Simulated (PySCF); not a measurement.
## Trend along the halogens: MRu molecules

PBE with triple-zeta basis sets in PySCF, for the lowest determinant that a PBE0 search found; no spin–orbit coupling. De refers to high-spin ground-configuration atoms. A positive dipole means M(−)Ru(+).

```json
{"M": "F", "basis": "def2-TZVPP", "state (unpaired electrons)": "quartet (σ ↑, π ↑, δ ↑)", "Re (Å)": "1.891", "ωe (cm⁻¹)": "578", "De (eV)": "4.49", "μ (D)": "3.60"}
{"M": "Cl", "basis": "def2-TZVPP", "state (unpaired electrons)": "quartet (π ↑↑, δ ↑)", "Re (Å)": "2.186", "ωe (cm⁻¹)": "377", "De (eV)": "3.80", "μ (D)": "3.57"}
{"M": "I", "basis": "def2-TZVPP", "state (unpaired electrons)": "quartet (σ ↑, π ↑, δ ↑)", "Re (Å)": "2.529", "ωe (cm⁻¹)": "220", "De (eV)": "3.00", "μ (D)": "3.47"}
```

The shortest bond is that of RuF (1.891 Å), the longest that of RuI (2.529 Å). RuF is bound most strongly (4.49 eV) and RuI least (3.00 eV).

The state changes along the series, so neighbouring rows are not always alike in their bonding.

The metal atom is held in its measured ground configuration; semilocal functionals can put another filling of s and d lower by some tenths of an eV, and De to that atom would be smaller. These are scalar-relativistic numbers at best; spin–orbit coupling would shift them, the dissociation energy most. The state is the lowest single determinant that the PBE0 search found; with open d or f shells the true ground state can be another one.
